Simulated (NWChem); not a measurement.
# cyclopentanone (C5H8O); SMILES C1CCCC1=O

```xyz
14

O      0.0000     0.0000     2.1246
C      0.0000     0.0000     0.9226
C      0.1251     1.2282     0.0286
C     -0.2229     0.7350    -1.3730
C      0.2229    -0.7350    -1.3730
C     -0.1251    -1.2282     0.0286
H     -0.4879     2.0552     0.4149
H      1.1776     1.5595     0.0897
H      0.2485     1.3230    -2.1737
H     -1.3133     0.7927    -1.5308
H      1.3133    -0.7927    -1.5308
H     -0.2485    -1.3230    -2.1737
H     -1.1776    -1.5595     0.0897
H      0.4879    -2.0552     0.4149
```
Atoms are numbered in this order, from 1.

All runs: NWChem. Pople sets run with spherical d functions. All runs use the structure optimised with PBE0/def2-SVP. Total energies compare along this basis series because the functional is fixed.

```tsv
level	basis functions	energy (Ha)	highest occupied level (eV)	orbital gap (eV)	dipole (D)
B3LYP/STO-3G	38	-267.1705	-3.79	6.42	1.69
B3LYP/3-21G	70	-269.0911	-6.24	6.11	2.60
B3LYP/6-31G*	100	-270.5674	-6.40	6.06	2.85
B3LYP/6-31+G*	124	-270.5796	-6.77	6.01	3.26
B3LYP/def2-SVP	124	-270.3751	…	6.05	2.81
B3LYP/def2-SVPD	187	-270.3949	-6.86	5.99	3.26
B3LYP/def2-TZVP	234	-270.6800	-6.76	6.01	3.14
B3LYP/6-311++G**	188	-270.6522	-6.82	5.94	3.26
```

Some entries are withheld; supply them.


- B3LYP/def2-SVP, highest occupied level (eV): -6.59
